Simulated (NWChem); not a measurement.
System: CH5AlO2; SMILES [CH3][Al]([OH])[OH]

Parts of the log:

```
             Northwest Computational Chemistry Package (NWChem) 7.3.0
             --------------------------------------------------------

 C1  symmetry detected

                             Geometry "geometry" -> ""
                             -------------------------

 Output coordinates in angstroms (scale by  1.889725989 to convert to a.u.)

  No.       Tag          Charge          X              Y              Z
 ---- ---------------- ---------- -------------- -------------- --------------
    1 Al                  13.0000     0.00482970     0.10634394     0.00153689
    2 C                    6.0000    -0.17728338    -1.87831143    -0.00006373
    3 H                    1.0000     0.24190246    -2.30486995    -0.90932050
    4 H                    1.0000    -1.21773770    -2.18530353     0.06936295
    5 H                    1.0000     0.36726337    -2.31941990     0.83232505
    6 O                    8.0000    -1.36091684     1.02663157    -0.00043835
    7 H                    1.0000    -2.14021238     1.56049639    -0.00252100
    8 O                    8.0000     1.53086343     0.72564697    -0.00042319
    9 H                    1.0000     2.39012575     1.11826593    -0.00255141

 Effective nuclear repulsion energy (a.u.)     159.1272561604

                                Z-matrix (autoz)
                                --------

 Units are Angstrom for bonds and degrees for angles

[...]

      ----------------------
      Optimization converged
      ----------------------

  Step       Energy      Delta E   Gmax     Grms     Xrms     Xmax
  ---- ---------------- -------- -------- -------- -------- --------
@   16    -433.55976422 -1.4D-07  0.00001  0.00001  0.00040  0.00113
                                     ok       ok       ok       ok

                                Z-matrix (autoz)
                                --------

 Units are Angstrom for bonds and degrees for angles

[...]

 Rotational Constants
 --------------------
 A=   0.210471 cm-1  (  0.302814 K)
 B=   0.185653 cm-1  (  0.267107 K)
 C=   0.100497 cm-1  (  0.144590 K)

 Temperature                      =   298.15K
 frequency scaling parameter      =   1.0000

 Zero-Point correction to Energy  =   39.395 kcal/mol  (  0.062779 au)
 Thermal correction to Energy     =   43.252 kcal/mol  (  0.068926 au)
 Thermal correction to Enthalpy   =   43.844 kcal/mol  (  0.069869 au)

 Total Entropy                    =   75.494 cal/mol-K
   - Translational                =   38.883 cal/mol-K (mol. weight =  76.0105)
   - Rotational                   =   25.510 cal/mol-K (symmetry #  =        1)
   - Vibrational                  =   11.101 cal/mol-K

 Cv (constant volume heat capacity) =   21.173 cal/mol-K
   - Translational                  =    2.979 cal/mol-K
   - Rotational                     =    2.979 cal/mol-K
   - Vibrational                    =   15.215 cal/mol-K

[normal modes left out]

 ----------------------------------------------------------------------------
 Normal Eigenvalue ||           Projected Infra Red Intensities
  Mode   [cm**-1]  || [atomic units] [(debye/angs)**2] [(KM/mol)] [arbitrary]
 ------ ---------- || -------------- ----------------- ---------- -----------
    1      -18.057 ||    0.000656           0.015         0.640       0.134
    2       -0.000 ||    0.000185           0.004         0.180       0.038
    3       -0.000 ||    0.000567           0.013         0.552       0.116
    4        0.000 ||    0.000474           0.011         0.462       0.097
    5        0.000 ||    0.000217           0.005         0.212       0.044
    6        0.000 ||    0.001075           0.025         1.048       0.220
    7        0.000 ||    0.000242           0.006         0.236       0.050
    8      187.258 ||    0.000019           0.000         0.018       0.004
    9      237.503 ||    0.006162           0.142         6.007       1.260
   10      245.693 ||    0.030227           0.697        29.467       6.179
   11      286.535 ||    0.001150           0.027         1.121       0.235
   12      369.717 ||    0.323566           7.465       315.428      66.143
   13      475.838 ||    0.332079           7.661       323.727      67.883
   14      569.394 ||    0.000618           0.014         0.602       0.126
   15      605.573 ||    0.003509           0.081         3.420       0.717
   16      665.103 ||    0.048938           1.129        47.707      10.004
   17      696.576 ||    0.046925           1.083        45.745       9.592
   18      851.686 ||    0.151440           3.494       147.631      30.957
   19      927.631 ||    0.159792           3.687       155.773      32.664
   20     1213.292 ||    0.032111           0.741        31.303       6.564
   21     1424.401 ||    0.001908           0.044         1.860       0.390
   22     1427.150 ||    0.002387           0.055         2.327       0.488
   23     3056.432 ||    0.001737           0.040         1.693       0.355
   24     3152.437 ||    0.002942           0.068         2.868       0.601
   25     3171.735 ||    0.003132           0.072         3.054       0.640
   26     4001.191 ||    0.044644           1.030        43.521       9.126
   27     4005.009 ||    0.124123           2.864       121.002      25.373
 ----------------------------------------------------------------------------

 ===============================================================================
      Negative Nuclear Hessian Mode    1  Eigenvalue =    -18.06 cm**(-1)
 -------------------------------------------------------------------------------
   Raw step length:  0.518 angstroms ;  The Raw step for this mode is:
    1 Al                  13.0000     0.00042080    -0.00003379     0.00310403
    2 C                    6.0000    -0.00043619     0.00007975     0.00069884
    3 H                    1.0000    -0.27018395     0.03555932    -0.14029575
    4 H                    1.0000     0.01877382    -0.00105529     0.28291701
    5 H                    1.0000     0.24286963    -0.03346949    -0.17774463
    6 O                    8.0000     0.00006922    -0.00063302    -0.01875282
    7 H                    1.0000    -0.00084212    -0.00078051    -0.03532594
    8 O                    8.0000     0.00018333     0.00056575     0.01717602
    9 H                    1.0000    -0.00069761     0.00076846     0.00405214

  Geometry after  100.0% step for mode  1; Step length =  0.518 angstroms
   Maximum component (any atom: x,y, or z) displacement:  0.535
    1 Al                  13.0000    -0.00738560    -0.04397687     0.00466688
    2 C                    6.0000    -0.18762363    -1.97063131     0.00138258
    3 H                    1.0000    -0.03460902    -2.36520221    -1.06233729
    4 H                    1.0000    -1.22062436    -2.28564167     0.35427695
    5 H                    1.0000     0.60746034    -2.45288302     0.66459865
    6 O                    8.0000    -1.41539450     0.91676516    -0.01965949
    7 H                    1.0000    -1.48408428     1.87114833    -0.04018466
    8 O                    8.0000     1.55836797     0.62932322     0.01911162
    9 H                    1.0000     1.81288442     1.55157956     0.00188037

  Geometry after -100.0% step for mode  1; Step length =  0.518 angstroms
   Maximum component (any atom: x,y, or z) displacement:  0.535
    1 Al                  13.0000    -0.00822720    -0.04390930    -0.00154118
    2 C                    6.0000    -0.18675124    -1.97079080    -0.00001509
    3 H                    1.0000     0.50575888    -2.43632086    -0.78174579
    4 H                    1.0000    -1.25817200    -2.28353109    -0.21155708
    5 H                    1.0000     0.12172109    -2.38594405     1.02008791
    6 O                    8.0000    -1.41553295     0.91803120     0.01784615
    7 H                    1.0000    -1.48240005     1.87270935     0.03046722
    8 O                    8.0000     1.55800132     0.62819171    -0.01524041
    9 H                    1.0000     1.81427963     1.55004264    -0.00622391

  Geometry after   50.0% step for mode  1; Step length =  0.259 angstroms
   Maximum component (any atom: x,y, or z) displacement:  0.267
    1 Al                  13.0000    -0.00759600    -0.04395998     0.00311486
    2 C                    6.0000    -0.18740553    -1.97067118     0.00103316
    3 H                    1.0000     0.10048296    -2.38298187    -0.99218941
    4 H                    1.0000    -1.23001127    -2.28511403     0.21281844
    5 H                    1.0000     0.48602553    -2.43614828     0.75347096
    6 O                    8.0000    -1.41542911     0.91708167    -0.01028308
    7 H                    1.0000    -1.48366322     1.87153859    -0.02252169
    8 O                    8.0000     1.55827631     0.62904034     0.01052361
    9 H                    1.0000     1.81323322     1.55119533    -0.00014570

  Geometry after  -50.0% step for mode  1; Step length =  0.259 angstroms
   Maximum component (any atom: x,y, or z) displacement:  0.267
    1 Al                  13.0000    -0.00801680    -0.04392619     0.00001083
    2 C                    6.0000    -0.18696934    -1.97075093     0.00033433
    3 H                    1.0000     0.37066691    -2.41854120    -0.85189366
    4 H                    1.0000    -1.24878509    -2.28405874    -0.07009857
    5 H                    1.0000     0.24315590    -2.40267879     0.93121559
    6 O                    8.0000    -1.41549833     0.91771469     0.00846974
    7 H                    1.0000    -1.48282111     1.87231910     0.01280425
    8 O                    8.0000     1.55809298     0.62847459    -0.00665240
    9 H                    1.0000     1.81393083     1.55042687    -0.00419784

  Geometry after   37.4% step for mode  1; Step length =  0.194 angstroms
   Maximum component (any atom: x,y, or z) displacement:  0.200
    1 Al                  13.0000    -0.00764898    -0.04395572     0.00272402
    2 C                    6.0000    -0.18735061    -1.97068122     0.00094517
    3 H                    1.0000     0.13450275    -2.38745927    -0.97452429
    4 H                    1.0000    -1.23237515    -2.28498115     0.17719539
    5 H                    1.0000     0.45544498    -2.43193402     0.77585140
    6 O                    8.0000    -1.41543783     0.91716138    -0.00792185
    7 H                    1.0000    -1.48355719     1.87163686    -0.01807368
    8 O                    8.0000     1.55825323     0.62896911     0.00836092
    9 H                    1.0000     1.81332106     1.55109857    -0.00065592

  Geometry after  -37.4% step for mode  1; Step length =  0.194 angstroms
   Maximum component (any atom: x,y, or z) displacement:  0.200
    1 Al                  13.0000    -0.00796382    -0.04393044     0.00040167
    2 C                    6.0000    -0.18702426    -1.97074089     0.00042232
    3 H                    1.0000     0.33664711    -2.41406380    -0.86955878
    4 H                    1.0000    -1.24642121    -2.28419161    -0.03447551
    5 H                    1.0000     0.27373646    -2.40689305     0.90883515
    6 O                    8.0000    -1.41548962     0.91763498     0.00610851
    7 H                    1.0000    -1.48292714     1.87222082     0.00835624
    8 O                    8.0000     1.55811606     0.62854582    -0.00448971
    9 H                    1.0000     1.81384299     1.55052363    -0.00368762

  Geometry after   18.7% step for mode  1; Step length =  0.097 angstroms
   Maximum component (any atom: x,y, or z) displacement:  0.100
    1 Al                  13.0000    -0.00772769    -0.04394940     0.00214344
    2 C                    6.0000    -0.18726902    -1.97069614     0.00081446
    3 H                    1.0000     0.18503884    -2.39411040    -0.94828291
    4 H                    1.0000    -1.23588666    -2.28478377     0.12427766
    5 H                    1.0000     0.41001785    -2.42567378     0.80909734
    6 O                    8.0000    -1.41545077     0.91727978    -0.00441426
    7 H                    1.0000    -1.48339968     1.87178285    -0.01146620
    8 O                    8.0000     1.55821894     0.62886329     0.00514826
    9 H                    1.0000     1.81345154     1.55095484    -0.00141385

  Geometry after  -18.7% step for mode  1; Step length =  0.097 angstroms
   Maximum component (any atom: x,y, or z) displacement:  0.100
    1 Al                  13.0000    -0.00788511    -0.04393676     0.00098226
    2 C                    6.0000    -0.18710585    -1.97072597     0.00055303
    3 H                    1.0000     0.28611102    -2.40741267    -0.89580016
    4 H                    1.0000    -1.24290970    -2.28438900     0.01844221
    5 H                    1.0000     0.31916359    -2.41315329     0.87558921
    6 O                    8.0000    -1.41547667     0.91751658     0.00260092
    7 H                    1.0000    -1.48308465     1.87207483     0.00174876
    8 O                    8.0000     1.55815035     0.62865164    -0.00127705
    9 H                    1.0000     1.81371251     1.55066737    -0.00292970
```

Level: PBE0/def2-SVP. 

Task: Write an input that gives this output.

Result: Several could match; the one computed here: the input that was run:
```
start job
memory heap 200 mb stack 900 mb global 1100 mb
geometry units angstroms
  Al     0.035889     0.036696     0.001999
  C     -1.472784    -1.257920    -0.139068
  H     -1.152774    -2.173027    -0.633628
  H     -2.305661    -0.842997    -0.700997
  H     -1.832607    -1.544639     0.846984
  O     -0.079823     1.476436    -0.789175
  H     -0.139241     2.303731    -1.241248
  O      1.334854    -0.411884     0.909625
  H      2.097821    -0.633921     1.420572
end
basis spherical
  * library def2-svp
end
dft
  xc pbe0
  iterations 150
end
driver
  maxiter 120
end
task dft optimize
task dft freq
```
